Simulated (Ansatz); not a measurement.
Job for Ansatz (an electronic-structure program): U-CCSD(T)/def2-TZVPP on F (SMILES [F]).

Ansatz 0.2 input:
```yaml
crystal:
  periodic: [false, false, false]
  atoms:
    - {symbol: F, position_ang: [0.00000000, 0.00000000, 0.00000000]}
basis:
  gaussian:
    orbitals: def2-TZVPP
magnetization: {spin_polarized: true, initial_magnetization: 1}
correlation: {method: ccsd_t, electrons: outside_noble_gas}
scf: {omitted_lower_state_checks: [cluster_reference]}
```

Program output:

```
WARN ansatz: RAYON_NUM_THREADS=4 ignored (pool sized by the plan → 4); use --threads N
Functional definition: HF
these checks for a lower state are left out or cut short: cluster_reference
integrals: 0.01 GiB planned
205 factors; integrals over basis functions are off by at most 1.8e-4 eV
mean field: 0.05 GiB planned
mean field evaluation 1: about -2704.9202 eV, gradient 9.0e0 eV
mean field evaluation 2: about -2704.9209 eV, gradient 9.0e0 eV
mean field evaluation 4: about -2705.1293 eV, gradient 9.4e-1 eV
mean field evaluation 8: about -2705.1328 eV, gradient 1.4e-3 eV
mean field evaluation 16: about -2705.1328 eV, gradient 3.3e-5 eV
mean field -2705.13284638 eV, -99.4117984997 hartree, gradient 7.7e-6 eV, S^2 0.753678; 3 other end points of the search recorded, 0 dependent functions left out
1 core orbitals not correlated
reference -2705.13284638 eV, -99.4117984997 hartree; 4, 3 occupied and 26, 27 virtual orbitals, 205 factors
second order -5.38212672 eV of doubles, -0.00000000 eV of singles
coupled cluster: 0.06 GiB planned
cycle   1  -5.62210069 eV  change   -2.4e-1 eV  update   2.6e-2
cycle   2  -5.69806773 eV  change   -7.6e-2 eV  update   7.5e-3
cycle   3  -5.71027582 eV  change   -1.2e-2 eV  update   3.0e-3
cycle   4  -5.70888986 eV  change    1.4e-3 eV  update   1.1e-3
cycle   5  -5.70951778 eV  change   -6.3e-4 eV  update   3.1e-4
cycle   6  -5.70957719 eV  change   -5.9e-5 eV  update   5.7e-5
cycle   7  -5.70957489 eV  change    2.3e-6 eV  update   1.3e-5
cycle   8  -5.70957153 eV  change    3.4e-6 eV  update   2.8e-6
perturbative correction -0.09345697 eV, -0.0034344804 hartree
Total energy: -2710.93587489 eV, -99.6250558639 hartree
Checks for a lower state left out: cluster_reference
```

The run converged.

Cost: very roughly 0.9 core-seconds.
